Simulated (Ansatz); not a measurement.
Cu₄. Total charge 0; singlet. Geometry PBE-D4/def2-SVP; atoms count from 1.

```xyz
4

Cu   -0.400    1.015    0.319
Cu    0.400   -1.015   -0.319
Cu    0.751    0.840   -1.730
Cu   -0.751   -0.840    1.730
```

The structure comes from a short search, and lower isomers may exist.

Question: Estimate the Mulliken populations from the PBE0/def2-TZVP orbitals of Ansatz.

Answer: 
```
atom  charge (e)  d electrons
 Cu1        0.20         9.89
 Cu2        0.20         9.89
 Cu3       -0.20         9.91
 Cu4       -0.20         9.91
```
Mulliken values and Mayer orders depend strongly on the basis.

Question: And the Mayer bond orders between bonded heavy atoms (over 0.3)?

Answer: Cu1–Cu2 0.49 (2.27 Å); Cu1–Cu3 0.48 (2.36 Å); Cu1–Cu4 0.48 (2.36 Å); Cu2–Cu3 0.48 (2.36 Å); Cu2–Cu4 0.48 (2.36 Å).
